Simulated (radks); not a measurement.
Values are calculated unless marked as measured or tabulated.
Spin polarisation of the 4f13 shell in Tm2+. Start: [Xe] 4f(up 6.5, down 6.5); electrons of 4f are moved from spin down to spin up, other shells keep equal spins. Level of theory: non-relativistic Kohn-Sham, LDA (Slater exchange, Perdew-Wang correlation), spin-polarised, spherical densities, point nucleus (a radial shooting solver on a logarithmic mesh with Libxc functionals).

moment (Bohr magnetons)  E - E(0) (eV)  e(4f up) (eV)  e(4f down) (eV)  5p down minus up (eV)
0                                0.000        -21.654          -21.654                  0.000
0.25                            -0.012        -21.749          -21.557                  0.064
0.5                             -0.048        -21.843          -21.458                  0.128
0.75                            -0.108        -21.935          -21.359                  0.192
1                               -0.192        -22.026          -21.257                  0.256

At moment 1 the spin-polarisation energy is -0.192 eV and the 4f exchange splitting 0.769 eV, that is 0.769 eV per Bohr magneton; E = -I m^2/4 would give I = 0.769 eV.
